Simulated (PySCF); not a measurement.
ethylene carbonate anion (C3H4O3), SMILES O=C1OCCO1 (connectivity only; charge and spin as stated), charge -1, multiplicity 2. Atoms are numbered in the order given.

```xyz
10

O      2.0756    -0.1199    -0.0166
C      0.8769    -0.1229    -0.3138
O     -0.0158    -1.0969     0.3549
C     -1.3168    -0.7014     0.0388
C     -1.2553     0.8479     0.0043
O      0.1041     1.1535    -0.1284
H     -2.0154    -1.0862     0.7991
H     -1.6234    -1.0931    -0.9544
H     -1.8506     1.2535    -0.8393
H     -1.6506     1.2913     0.9389
```
Charge -1, spin multiplicity 2.

Coordinates come from a B3LYP-D3(BJ)/def2-SVPD optimisation. The multiplicity is an assumed one; no other spin state was optimised. Other conformers were not sampled.

All values below come from PBE/def2-SVPD run with PySCF.

Mulliken values depend strongly on the basis, most of all with diffuse functions as here. ESP charges are fitted to the potential on shells at 1.4 to 2.0 van der Waals radii. Atomic charges (e):

```csv
atom,Mulliken,ESP fit,meta-Löwdin,Mulliken spin
O1,-0.21,-0.48,-0.57,-0.28
C2,-0.48,(withheld),0.24,1.82
O3,-0.38,-0.27,-0.42,-0.32
C4,0.51,(withheld),-0.02,0.02
C5,0.55,(withheld),-0.02,0.02
O6,-0.41,-0.32,-0.43,-0.26
H7,-0.27,(withheld),0.07,0.01
H8,-0.02,(withheld),0.04,-0.02
H9,-0.16,(withheld),0.05,0.01
H10,-0.14,(withheld),0.06,0.00
```

Task: Complete the blanks. (The exact figures need the calculation; the answer reports its results.)

Result: 
- C2, ESP fit: -0.08
- C4, ESP fit: 0.08
- C5, ESP fit: 0.18
- H7, ESP fit: 0.00
- H8, ESP fit: -0.04
- H9, ESP fit: -0.06
- H10, ESP fit: -0.01
